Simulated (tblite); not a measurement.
Compound: C7H10F2O.
Numbering: `[F:1][CH2:2][C@@H:3]1[CH2:4][CH:5]=[CH:6][C@@H:7]([CH2:8][F:9])[O:10]1` (hydrogens: H11, H12 on C2; H13 on C3; H14, H15 on C4; H16 on C5; H17 on C6; H18 on C7; H19, H20 on C8)

Structure used (GFN2-xTB), in Å, numbered top down from 1:
```xyz
20
C7H10F2O angstrom
F      3.2334   -0.7394   -0.5768
C      2.1896   -1.1481    0.2116
C      0.9424   -0.3225   -0.0962
C      1.1488    1.1629    0.2125
C     -0.1700    1.8672    0.1705
C     -1.3093    1.2084    0.2977
C     -1.3580   -0.2817    0.4854
C     -2.1036   -0.9493   -0.6893
F     -1.6347   -0.5131   -1.9036
O     -0.0912   -0.8664    0.7106
H      2.0153   -2.2076    0.0044
H      2.4945   -1.0160    1.2540
H      0.6933   -0.4347   -1.1612
H      1.5857    1.2731    1.2104
H      1.8436    1.5951   -0.5087
H     -0.1557    2.9395    0.0459
H     -2.2684    1.7013    0.2590
H     -1.9327   -0.5240    1.3898
H     -1.9596   -2.0335   -0.6619
H     -3.1686   -0.7005   -0.6573
```

Method: GFN2-xTB as coded in tblite; computed harmonic values from a numerical Hessian at the method's own geometry, unscaled. This tight-binding method is rough: wavenumbers can miss measured ones by several per cent, in bad cases by 10 to 20. One conformer, not necessarily the lowest.

Harmonic wavenumbers (cm⁻¹): 56.4, 68.9, 99.2, 133.7, 180.4, 199.7, 319.5, 372.6, 379.7, 463.4, 480.7, 502.1, 621.3, 755.8, 800.7, 856.4, 881.8, 908.6, 924.0, 927.1, 1003.3, 1015.2, 1047.7, 1056.7, 1076.3, 1091.6, 1110.3, 1122.3, 1156.2, 1186.7, 1203.3, 1207.8, 1248.3, 1269.3, 1290.7, 1305.6, 1310.5, 1327.1, 1332.2, 1349.9, 1426.6, 1447.4, 1449.1, 1724.6, 2891.1, 2899.5, 2943.1, 2957.7, 2959.8, 2964.1, 2966.6, 2997.5, 3077.6, 3095.1.

A = 2063, B = 915.1, C = 786.4 MHz; mass 148.070 u (most abundant isotopes); point group C1, symmetry number 1.

Question: What is the zero-point energy?

Answer: Half the sum of the wavenumbers: 34721 cm⁻¹ = 99.27 kcal/mol.

Question: Give the ideal-gas entropy at 350 K and 1 bar in the rigid-rotor, harmonic-oscillator model (classical rotation).

Answer: Translation 41.71, rotation 30.24, vibration 32.96: S = 104.9 cal/(mol K).

Question: And Cp and H(350 K) − H(0)?

Answer: Cp = 43.66 cal/(mol K), of which vibrations give 35.72 (their classical limit is 54 R = 107.3); H(350 K) − H(0) = 8.85 kcal/mol without the zero-point energy, 6.06 from vibrations.

Question: Which modes carry the vibrational entropy at 350 K?

Answer: 56.4 cm⁻¹: 4.90; 68.9 cm⁻¹: 4.50; 99.2 cm⁻¹: 3.78; 133.7 cm⁻¹: 3.20; 180.4 cm⁻¹: 2.63; 199.7 cm⁻¹: 2.43 cal/(mol K); the other 48 give 11.51 together.

Question: Blend soft modes into free rotors: weight 1/[1 + (100 cm⁻¹/ν̃)⁴] for the oscillator and the rest for a rotor with moment μB/(μ + B), μ = h/(8π²ν), B = 10⁻⁴⁴ kg m². What vibrational entropy results?

Answer: 30.34 cal/(mol K) in place of 32.96, which changes −T·S at 350 K by +0.92 kcal/mol.

Hindered rotation and anharmonicity are outside this model. Other conformers, if any are populated, would add a mixing term that is left out. The structure is chiral; the term R ln 2 for an equal mix with its mirror image is left out.
